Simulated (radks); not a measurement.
The mean radii <r> (bohr) of the occupied orbitals of an atom or ion are listed with their occupations. Calculated with a radial shooting solver on a logarithmic mesh with Libxc functionals: Dirac Kohn-Sham, BLYP, spin-unpolarised, spherical densities, point nucleus.

orbital      occ.     <r>
1s1/2           2  0.3286
2p1/2    0.666667   1.846
2p3/2     1.33333   1.847

Name the element and its charge. Open shells, if any, are shared by 2j + 1.

Answer. Z = 5, boron, charge +1: B+ in [He] 2p2. The 1s radius gives Z: for a bare nucleus <r> = (2 gamma + 1)/(2Z) with gamma = sqrt(1 - (Z/c)^2), 0.2999 bohr for Z = 5, and screening makes it slightly larger (0.3286 here). The occupations add up to 4, and the charge is Z minus that.
